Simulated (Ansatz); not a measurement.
```yaml
crystal:
  periodic: [false, false, false]
  atoms:
    - {symbol: P, position_ang: [-1.901699, -1.178857, -1.440857]}
    - {symbol: B, position_ang: [-0.225163, -0.608507, -0.020437]}
    - {symbol: C, position_ang: [0.139561, -0.414401, 1.399270]}
    - {symbol: N, position_ang: [0.704228, 0.265545, 0.238259]}
    - {symbol: Zn, position_ang: [1.958633, 1.305273, -0.566708]}
    - {symbol: H, position_ang: [-2.748141, -0.841366, -0.696407]}
    - {symbol: H, position_ang: [-1.769781, 0.156309, -2.163645]}
    - {symbol: H, position_ang: [-0.429987, 0.186067, 2.069257]}
    - {symbol: H, position_ang: [0.744019, -1.260064, 1.748402]}
    - {symbol: H, position_ang: [3.496914, 2.338307, -0.906034]}
basis:
  gaussian: {orbitals: STO-3G, fitting: {mean_field: cc-pVTZ-jkfit}}
magnetization: {spin_polarized: true, initial_magnetization: 0}
hamiltonian: {xc: {name: SVWN5}}
scf: {lower_state_search: off}
smearing: {width: 0.1}
```

```sh
$ ansatz run in.yaml --threads 4 --pin off --events-out ev --progress --plain --max-ram 10444MiB
```

Output, abridged:

```
Error: YAML parse error: error: line 19 column 1: unknown field `smearing`, expected one of crystal, accuracy, basis, kpoints, hamiltonian, magnetization, projection, total_charge, correlation, batch, efield, external_charges, scf, relax, neb, saddle, md, ramp, phonons, dielectric, real_time, elastic, magnetic_configurations, gw, evaluate, workflow, output, checkpoint, execution
17 | hamiltonian: {xc: {name: SVWN5}}
18 | scf: {lower_state_search: off}
19 | smearing: {width: 0.1}
```

(1) What is wrong with this run?

## Answers

(1) The input holds a key that doesn't belong there. The program refused the input.
